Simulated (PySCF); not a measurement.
[(Z)-prop-1-enyl]silane (C3H8Si), SMILES C/C=C\[SiH3]. Heavy atoms are numbered as in [CH3:1]/[CH:2]=[CH:3]\[SiH3:4]. Hydrogens are named by the atom that carries them.

Geometry optimised at r2SCAN-D4/def2-SVP.

These are CAM-B3LYP/def2-TZVP (PySCF) values and carry that method's errors.

ESP charges are fitted to the potential on shells at 1.4 to 2.0 van der Waals radii. Atomic charges (e), one atom of each kind:

| atom | ESP fit | Mulliken | Löwdin | meta-Löwdin |
|---|---|---|---|---|
| C1 (CH3) | [?] | -0.33 | -0.30 | -0.33 |
| C2 (CH) | 0.02 | -0.11 | -0.20 | -0.06 |
| C3 (CH) | [?] | -0.26 | -0.32 | -0.39 |
| Si4 (SiH3) | 0.31 | 0.23 | 0.26 | 0.49 |
| H on C1 | 0.11 | 0.13 | 0.13 | 0.12 |
| H on C2 | 0.09 | 0.12 | 0.14 | 0.11 |
| H on C3 | [?] | 0.12 | 0.14 | 0.12 |
| H on Si4 | [?] | -0.05 | -0.04 | -0.10 |

Some entries are withheld; supply them. (The exact figures need the calculation; the answer reports its results.)


- C1 (CH3), ESP fit: -0.29
- C3 (CH), ESP fit: -0.37
- H on C3, ESP fit: 0.15
- H on Si4, ESP fit: -0.08

Computed Mayer and Wiberg (Löwdin basis) orders of the bonds:
| bond | Mayer | Wiberg |
|---|---|---|
| C1–C2 | 0.95 | 1.31 |
| C2–C3 | 1.91 | 2.08 |
| C3–Si4 | 0.97 | 1.16 |
